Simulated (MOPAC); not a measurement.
Input file for MOPAC: AM1 on BrH5OSi (a complex), monomers drawn apart or pushed together.

```
AM1 1SCF PRECISE CHARGE=0 THREADS=1
BrH5OSi

Br    -0.46725957 1    -1.37691034 1    -0.09631907 1
H      0.41335495 1    -0.30808090 1     0.25409780 1
O     -0.89750980 1     0.32117523 1     4.19696537 1
Si     0.70223620 1     0.65757884 1     4.39792119 1
H     -1.14464151 1    -0.26683894 1     3.47575914 1
H      1.48596332 1    -0.53516414 1     4.79954016 1
H      0.78404731 1     1.69651079 1     5.44202448 1
H      1.30448276 1     1.17724818 1     3.13746163 1
```

The log:

```
*******************************************************************************
 **                                                                           **
 **                              MOPAC v23.2.5                                **
 **                                                                           **
 *******************************************************************************
 ** MOPAC's Digital Object Identifier: https://doi.org/10.5281/zenodo.6511958 **
 **                                                                           **
 ** Please cite the open-source release paper for use of this MOPAC version:  **
 ** J. E. Moussa and J. J. P. Stewart (2026)                                  **
 ** MOPAC: An open-source semiempirical molecular orbital program             **
 ** J. Open Source Softw., 11(119), 8025, https://doi.org/10.21105/joss.08025 **
 *******************************************************************************

                              AM1 CALCULATION RESULTS

 *******************************************************************************
 *  AM1        - The AM1 Hamiltonian to be used
 *
 *
 *
 *                 CHARGE ON SYSTEM = 0
 *
 *
 *
 *  PRECISE    - TIGHTER CRITERIA TO BE USED
 *  1SCF       - DO 1 SCF AND THEN STOP
 *  THREADS=1  - MULTI-THREADING NOT USED
 *  T=         - A TIME OF 172800.0 SECONDS REQUESTED
 *  DUMP=N     - RESTART FILE WRITTEN EVERY 7200.0 SECONDS REQUESTED
 *******************************************************************************
AM1 1SCF PRECISE CHARGE=0 THREADS=1
 BrH5OSi

   ATOM   CHEMICAL          X               Y               Z
  NUMBER   SYMBOL      (ANGSTROMS)     (ANGSTROMS)     (ANGSTROMS)

     1      Br         -0.46725957  *  -1.37691034  *  -0.09631907  *
     2       H          0.41335495  *  -0.30808090  *   0.25409780  *
     3       O         -0.89750980  *   0.32117523  *   4.19696537  *
     4      Si          0.70223620  *   0.65757884  *   4.39792119  *
     5       H         -1.14464151  *  -0.26683894  *   3.47575914  *
     6       H          1.48596332  *  -0.53516414  *   4.79954016  *
     7       H          0.78404731  *   1.69651079  *   5.44202448  *
     8       H          1.30448276  *   1.17724818  *   3.13746163  *



          CARTESIAN COORDINATES

    NO.       ATOM           X           Y           Z

     1        Br         -0.4673     -1.3769     -0.0963
     2         H          0.4134     -0.3081      0.2541
     3         O         -0.8975      0.3212      4.1970
     4        Si          0.7022      0.6576      4.3979
     5         H         -1.1446     -0.2668      3.4758
     6         H          1.4860     -0.5352      4.7995
     7         H          0.7840      1.6965      5.4420
     8         H          1.3045      1.1772      3.1375

  H: (AM1): M.J.S. DEWAR ET AL, J. AM. CHEM. SOC. 107 3902-3909 (1985)
  O: (AM1): M.J.S. DEWAR ET AL, J. AM. CHEM. SOC. 107 3902-3909 (1985)
 Si: (AM1): M.J.S.DEWAR, C. JIE, ORGANOMETALLICS, 6, 1486-1490 (1987).
 Br: (AM1): M.J.S. DEWAR AND E. G. ZOEBISCH, THEOCHEM, 180, 1 (1988).

           Empirical Formula: H5 O Br Si  =     8 atoms



      MOLECULAR POINT GROUP   :   C1


      RHF CALCULATION, NO. OF DOUBLY OCCUPIED LEVELS = 11


 -------------------------------------------------------------------------------
 AM1 1SCF PRECISE CHARGE=0 THREADS=1
 BrH5OSi



     1SCF WAS SPECIFIED, SO BFGS WAS NOT USED
     SCF FIELD WAS ACHIEVED


                              AM1 CALCULATION
                                                       MOPAC v23.2.5 Linux




          FINAL HEAT OF FORMATION =        -68.39630 KCAL/MOL =    -286.17013 KJ/MOL


          COSMO AREA              =        141.68 SQUARE ANGSTROMS
          COSMO VOLUME            =        125.99 CUBIC ANGSTROMS

          IONIZATION POTENTIAL    =         11.167612 EV
          HOMO LUMO ENERGIES (EV) =        -11.168  0.959
          NO. OF FILLED LEVELS    =         11
          MOLECULAR WEIGHT        =        129.0284         POINT GROUP:  C1

          MOLECULAR DIMENSIONS (Angstroms)

            Atom       Atom       Distance
            H     7   Br     1     6.45639
            H     5    H     8     2.72724
            H     2    H     6     2.20756


          SCF CALCULATIONS        =          1





   ATOM   CHEMICAL          X               Y               Z
  NUMBER   SYMBOL      (ANGSTROMS)     (ANGSTROMS)     (ANGSTROMS)

     1      Br         -0.46725957  *  -1.37691034  *  -0.09631907  *
     2       H          0.41335495  *  -0.30808090  *   0.25409780  *
     3       O         -0.89750980  *   0.32117523  *   4.19696537  *
     4      Si          0.70223620  *   0.65757884  *   4.39792119  *
     5       H         -1.14464151  *  -0.26683894  *   3.47575914  *
     6       H          1.48596332  *  -0.53516414  *   4.79954016  *
     7       H          0.78404731  *   1.69651079  *   5.44202448  *
     8       H          1.30448276  *   1.17724818  *   3.13746163  *

                             CARTESIAN COORDINATES

   1   Br       -0.467259570    -1.376910340    -0.096319070
   2    H        0.413354950    -0.308080900     0.254097800
   3    O       -0.897509800     0.321175230     4.196965370
   4   Si        0.702236200     0.657578840     4.397921190
   5    H       -1.144641510    -0.266838940     3.475759140
   6    H        1.485963320    -0.535164140     4.799540160
   7    H        0.784047310     1.696510790     5.442024480
   8    H        1.304482760     1.177248180     3.137461630


           Empirical Formula: H5 O Br Si  =     8 atoms



      MOLECULAR POINT GROUP   :   C1


                  EIGENVALUES
 -36.37666 -31.64996 -18.75315 -16.00818 -15.42044 -14.38412 -13.65050 -11.75861
 -11.65562 -11.63030 -11.16761   0.95937   1.25302   1.50843   1.63876   1.85742
   5.53429


              NET ATOMIC CHARGES AND DIPOLE CONTRIBUTIONS

  ATOM NO.   TYPE          CHARGE      No. of ELECS.   s-Pop       p-Pop
    1         Br          -0.089816        7.0898     1.96224     5.12758
    2          H           0.089945        0.9101     0.91005
    3          O          -0.611864        6.6119     1.83551     4.77635
    4         Si           1.063041        2.9370     0.82478     2.11218
    5          H           0.241076        0.7589     0.75892
    6          H          -0.243725        1.2437     1.24372
    7          H          -0.191302        1.1913     1.19130
    8          H          -0.257355        1.2574     1.25735
 DIPOLE           X         Y         Z       TOTAL
 POINT-CHG.     1.206     0.178    -0.200     1.235
 HYBRID         0.230     0.152    -0.345     0.442
 SUM            1.436     0.331    -0.545     1.571


          ATOMIC ORBITAL ELECTRON POPULATIONS

     Atom    s        px        py        pz
    1 Br   1.96224   1.66752   1.51121   1.94885
    2  H   0.91005
    3  O   1.83551   1.50891   1.69557   1.57187
    4 Si   0.82478   0.56735   0.76994   0.77489
    5  H   0.75892
    6  H   1.24372
    7  H   1.19130
    8  H   1.25735

 **********************
 *                    *
 * JOB ENDED NORMALLY *
 *                    *
 **********************




 == MOPAC DONE ==
```

The run finished.

Cost: roughly 0.020 core-seconds.
